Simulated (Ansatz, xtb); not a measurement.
# C3H6Br+: which of two structures lies lower

We compare a, `C[C+](C)Br`, a singlet, with b, a singlet given by its coordinates. Both are isolated ions in the gas phase, relaxed with B3LYP/6-31G*.

a (Å):

```
atom    x (Å)    y (Å)    z (Å)
   C  -1.8768   0.7402  -0.0874
   C  -0.5212   0.5369  -0.6166
   C   0.4600   1.6297  -0.6606
  Br  -0.0446  -1.1126  -1.2338
   H  -2.4750   1.1498  -0.9261
   H  -1.8821   1.5156   0.6884
   H  -2.3665  -0.1761   0.2471
   H   1.2568   1.4840  -1.3922
   H  -0.0386   2.5989  -0.7840
   H   0.9310   1.6595   0.3425
```

b (Å):

```xyz
10

C    -1.8591    1.2773   -0.7820
C    -0.6403    0.4942   -0.4696
C     0.5157    1.0373    0.2342
Br    1.0936    0.9590   -1.7070
H    -2.5607    1.0643    0.0442
H    -1.6866    2.3555   -0.8164
H    -2.3433    0.9329   -1.6999
H    -0.7008   -0.5913   -0.5404
H     0.4937    2.0772    0.5530
H     1.1524    0.3681    0.8083
```

Close contacts (Å): C1–C2 1.48, C2–C3 1.46, C2–Br4 2.18, C3–Br4 2.03, C1–H5 1.10, C1–H6 1.09, C1–H7 1.09, C2–H8 1.09, C3–H9 1.09, C3–H10 1.09.

Problem. Which of the two would you expect CCSD(T)/def2-SVP + ΔMP2/def2-TZVPP electronic energies to favour?

Solution. Structure a; the calculation gives E(b) − E(a) = +0.076 eV.

The same difference at several levels:

| level | geometry | E(b) − E(a) (eV) | departure from the last row (eV) | job, with rough time for the two |
| --- | --- | --- | --- | --- |
| GFN2-xTB | GFN2-xTB | +0.438 | +0.362 | optimisation, 0.16 s |
| HF/STO-3G | GFN2-xTB | +0.016 | −0.060 | single point, 0.44 s |
| r2SCAN-D4/def2-SVP | GFN2-xTB | +0.256 | +0.180 | single point, 5.6 s |
| B3LYP/6-31G* | B3LYP/6-31G* | +0.197 | +0.121 | optimisation, 88 s |
| HF/def2-SVP | B3LYP/6-31G* | +0.235 | +0.159 | part of the CCSD(T) run |
| MP2/def2-SVP | B3LYP/6-31G* | +0.187 | +0.111 | part of the CCSD(T) run |
| CCSD(T)/def2-SVP | B3LYP/6-31G* | +0.225 | +0.149 | single point |
| CCSD(T)/def2-SVP + ΔMP2/def2-TZVPP | B3LYP/6-31G* | +0.076 |  | single point, 47 s |

HF/STO-3G finds them nearly level. The largest departure from CCSD(T)/def2-SVP + ΔMP2/def2-TZVPP is that of GFN2-xTB, 0.362 eV. The last row adds to CCSD(T) the change of the MP2 difference between the two basis sets, here −0.149 eV, a large step that makes the value less sure.

With harmonic frequencies from B3LYP/6-31G* (ideal gas, rigid rotor, one conformer each, 298.15 K, 1 atm): the zero-point term adds +0.060 eV; ΔH is +0.121 and ΔG +0.144 eV.

The correlated steps freeze 12 core orbitals; the filled d shell of Br is correlated, in a basis made for valence electrons. Run with Ansatz 0.2.0, xtb 6.7.1; the last row on 1 thread of Arm Neoverse V2 on a shared host.
